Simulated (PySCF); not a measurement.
## Electronic absorption of C3H11PSi

Compound: C₃H₁₁PSi.
SMILES with atom numbers: `[CH3:1][P:2]([CH3:3])[CH2:4][SiH3:5]` (hydrogens: H6, H7, H8 on C1; H9, H10, H11 on C3; H12, H13 on C4; H14, H15, H16 on Si5)

Structure used (GFN2-xTB), in Å, numbered top down from 1:
```
atom  x, y, z in Å
C1    -1.714   -1.330   -0.628
P2    -0.620   -0.569    0.663
C3    -1.200    1.178    0.475
C4     0.936   -0.460   -0.340
Si5    2.326    0.467    0.569
H6    -1.405   -2.361   -0.792
H7    -2.741   -1.332   -0.267
H8    -1.659   -0.780   -1.568
H9    -2.232    1.243    0.817
H10   -0.590    1.828    1.098
H11   -1.140    1.503   -0.563
H12    1.254   -1.488   -0.525
H13    0.717   -0.003   -1.308
H14    3.570    0.262   -0.179
H15    2.038    1.904    0.608
H16    2.454   -0.055    1.928
```

Level of theory: TDDFT B3LYP/def2-SVPD, vertical, gas phase, core orbitals frozen in the response (PySCF 2.14.0, density-fitted response routines).

| state | λ (nm) | E (eV) | f | main configurations (H = HOMO, L = LUMO) |
| --- | --- | --- | --- | --- |
| S1 | 212.6 | 5.83 | 0.012 | H→L (97%) |
| S2 | 204.2 | 6.07 | 0.062 | H→L+1 (95%) |
| S3 | 200.4 | 6.19 | 0.098 | H→L+2 (97%) |
| S4 | 193.9 | 6.39 | 0.0004 | H→L+3 (92%) |
| S5 | 182.1 | 6.81 | 0.035 | H→L+4 (89%) |
| S6 | 178.6 | 6.94 | 0.035 | H→L+5 (92%) |
| S7 | 174.9 | 7.09 | 0.118 | H→L+6 (98%) |
| S8 | 168.7 | 7.35 | 0.053 | H→L+7 (88%), H→L+8 (9%) |

Triplets (Tamm–Dancoff): T1 5.24 eV, H→L+1 (65%), H→L (11%), H→L+3 (10%); T2 5.33 eV, H→L+2 (49%), H→L (22%), H→L+1 (10%); T3 5.74 eV, H→L (63%), H→L+2 (31%).

The lowest singlet lies at 5.83 eV (213 nm, ultraviolet) and is weak; its leading configuration is HOMO→LUMO (97%). The strongest level in the table is S7 at 7.09 eV (175 nm, f = 0.118). Löwdin shares by element: HOMO phosphorus 61%, carbon 30%; LUMO silicon 27%, hydrogen 15% or more, carbon 12% or more (atoms not listed hold the other 47%). The listed states span 1.52 eV, and the widest gap between neighbours is 0.42 eV (S4 to S5). Orbital energies (eV): HOMO-3 -9.35, HOMO-2 -8.82, HOMO-1 -8.31, HOMO -6.34, LUMO 0.25, LUMO+1 0.52, LUMO+2 0.61. The oscillator strengths of these states sum to 0.413; summed over the whole spectrum of an exact calculation they would give the number of electrons, 58 (Thomas–Reiche–Kuhn). Singlets were solved by full linear response, triplets in the Tamm–Dancoff approximation.

On one thread, Arm Neoverse V2 (aarch64), shared host, this took 20 s of wall time and 0.80 GiB of memory at its peak.

One conformer stands for the species.
